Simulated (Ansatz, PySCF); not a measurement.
This triplet is an excited state, 1.81 eV above the relaxed singlet at the level composite: frozen-core CCSD(T) with HF/cc-pVQZ and the correlation energy extrapolated as X^-3 from cc-pVTZ and cc-pVQZ, plus CCSDT(Q) minus CCSD(T) in cc-pVDZ // PBE0-D3(BJ)/def2-TZVP (Ansatz, a quantum-chemistry and plane-wave program).

H3NSi, SMILES `N[SiH]` (excited triplet) (charge 0, multiplicity 3)

Calculation: PySCF with PBE-D3(BJ)/def2-TZVP // PBE0-D3(BJ)/def2-TZVP.

```
Quantity                                        Result
-----------------------------  -----------------------
highest occupied spin orbital                 -4.01 eV
dipole moment                                   1.84 D
total energy                               -9409.30 eV
cost                           roughly 80 core-seconds
```

```xyz
5

N     -0.6336     0.0337    -0.0622
Si     0.9503    -0.1780     0.5700
H     -1.2218    -0.7563    -0.2761
H     -1.1783     0.8537     0.1541
H      2.0834     0.0469    -0.3859
```
Charge 0, spin multiplicity 3.
